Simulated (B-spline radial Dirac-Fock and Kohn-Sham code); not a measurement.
Method: the Dirac equation of a negative muon with reduced mass in the field of a spherical finite nucleus, with the Uehling potential to all orders; nuclear polarisation, deformation, hyperfine structure, self-energy, higher-order vacuum polarisation, relativistic recoil and electron screening are left out. Computed with a radial finite-basis atomic code. The nuclear charge is a Fermi distribution (skin thickness 2.3 fm).

Q: A muonic atom of atomic mass 133.91 u emits these computed lines: 2p3/2 → 1s1/2 3903 keV, 3d5/2 → 2p3/2 1184 keV, 4f7/2 → 3d5/2 418.4 keV, 5g9/2 → 4f7/2 192.8 keV. Which element is it, and what rms charge radius was used?

A: Cesium (Z = 55, nuclide ¹³⁴Cs); the high transitions hardly feel the nucleus and fix Z. The 2p → 1s line lies 2825 keV below the value for a point nucleus without QED, which for this nuclear model gives a radius near 4.80 fm (4.8031 fm was used).
